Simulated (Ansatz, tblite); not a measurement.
Removing an electron: In10N9H26⁻, a nanocrystal cut from wurtzite InN (hydrogen-capped). Total charge -1; singlet. Geometry: r2SCAN-D4/def2-SVP. Ansatz, gas phase; energy differences of separate SCF runs; the oxidised species was run as a doublet alone.

```xyz
45

In   -1.284    1.275   -3.445
N    -2.648    2.415   -2.022
In    0.858   -1.388   -3.360
N     2.903   -0.986   -2.544
N    -0.355   -0.115   -2.054
In    0.896    0.939   -0.639
In   -2.610    1.910    0.128
N    -0.525    2.040    0.680
In    3.279   -1.728   -0.466
N     1.927   -0.436    0.674
In    3.274    0.634    2.005
In   -0.385    1.597    2.789
N     1.765    1.793    3.256
In   -1.818   -1.392   -1.178
N    -2.975   -0.202    0.250
N    -0.587   -2.650    0.179
In    0.656   -1.741    1.781
In   -2.904   -0.993    2.311
N    -0.813   -0.506    2.835
H    -0.196    2.520   -3.991
H    -2.455    0.457   -4.454
H    -2.444    3.413   -2.121
H    -3.608    2.318   -2.365
H     0.864   -0.759   -4.993
H     0.575   -3.075   -2.989
H     3.117    0.015   -2.606
H     3.583   -1.433   -3.165
H     1.938    2.138   -1.369
H    -3.712    2.980    0.952
H    -0.258    3.027    0.572
H     4.947   -1.331   -0.112
H     2.672   -3.370   -0.483
H     4.149    1.910    1.206
H     3.950   -0.444    3.204
H    -1.269    2.636    3.874
H     2.014    2.785    3.212
H     1.912    1.540    4.238
H    -2.880   -2.386   -2.133
H    -3.957   -0.344   -0.020
H     0.063   -3.166   -0.426
H    -1.190   -3.364    0.599
H     1.280   -2.971    2.840
H    -3.966   -0.029    3.313
H    -3.037   -2.739    2.217
H    -0.747   -0.796    3.819
```

In the def2 sets In takes a core potential; there is no spin–orbit coupling. The xTB rows come from tblite. Correlated methods freeze 49 core orbitals; core or outer-core shells of In are correlated, in sets that lack core-valence functions. Single mean-field runs in def2-SVP are fitted with def2-universal-jkfit.

```
            level  −HOMO (eV)  vertical IE (eV)  −LUMO (eV)  HOMO–LUMO gap (eV)
 PBE0-D4/def2-SVP        4.00              5.09       -1.83                5.83
PBE-QIDH/def2-SVP           –              5.60           –                   –
```

(1) Estimate the rows for GFN1-xTB, GFN2-xTB.

## Answers

(1) 
```
   level  −HOMO (eV)  vertical IE (eV)  −LUMO (eV)  HOMO–LUMO gap (eV)
GFN1-xTB        4.98              6.60        2.33                2.65
GFN2-xTB        7.93              9.52        4.88                3.05
```

Run but left out: PBE-D4/def2-SVP (neutral doublet: an occupied level 0.08 eV above an empty one).  Raw xTB energy differences between charge states are shifted by several eV; the methods need an empirical correction for them.
